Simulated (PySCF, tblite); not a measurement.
Isomers of C4H5FNSi (doublet state), one GFN2-xTB conformer each. Single-point energies are computed at B3LYP/pcH-1 (PySCF, gas phase, no added dispersion term), electronic only. GFN2-xTB treats the open shell by occupation alone, and not every SCF solution was tested for stability.

| SMILES | GFN2-xTB relative energy (kJ/mol) |
| --- | --- |
| N[Si]1C=CC(F)=C1 | 0.0 |
| [NH][Si@H]1C=CC(F)=C1 | 99.4 |
| N[Si@H]1[C]=CC(F)=C1 | 132.6 |

Conformers: `[NH2:1][Si:2]1[CH:3]=[CH:4][C:5]([F:6])=[CH:7]1` (doublet state) with H–N1–Si2–C3 -62° and 155°; `[NH:1][Si@H:2]1[CH:3]=[CH:4][C:5]([F:6])=[CH:7]1` (doublet state) with H–N1–Si2–C3 -83°; `[NH2:1][Si@H:2]1[C:3]=[CH:4][C:5]([F:6])=[CH:7]1` (doublet state) with H–N1–Si2–C3 -56° and 85°.

**Question.** What does B3LYP/pcH-1 give for the same structures?

**Answer.** 
```csv
SMILES,B3LYP/pcH-1 E (Eh),B3LYP/pcH-1 (kJ/mol),GFN2-xTB (kJ/mol),point group
N[Si]1C=CC(F)=C1,-599.49673,0.0,0.0,–
N[Si@H]1[C]=CC(F)=C1,-599.45981,96.9,132.6,C1
[NH][Si@H]1C=CC(F)=C1,-599.45448,110.9,99.4,C1
```

Both levels put the same isomer lowest; measured from each level's own lowest isomer, the values differ by up to 35.7 kJ/mol (N[Si@H]1[C]=CC(F)=C1: 132.6 against 96.9). Neighbours under 21 kJ/mol apart (N[Si@H]1[C]=CC(F)=C1 and [NH][Si@H]1C=CC(F)=C1) can change places with a better method, another conformer or zero-point energy.

**Question.** What happens when harmonic zero-point energies from GFN2-xTB frequencies are added?

**Answer.** 
```
               SMILES  ZPE (kJ/mol)  electronic (kJ/mol)  with ZPE (kJ/mol)
     N[Si]1C=CC(F)=C1         210.9                  0.0                0.0
 N[Si@H]1[C]=CC(F)=C1         202.9                 96.9               88.9
[NH][Si@H]1C=CC(F)=C1         199.3                110.9               99.3
```

The zero-point energies span 11.6 kJ/mol. The order is unchanged.
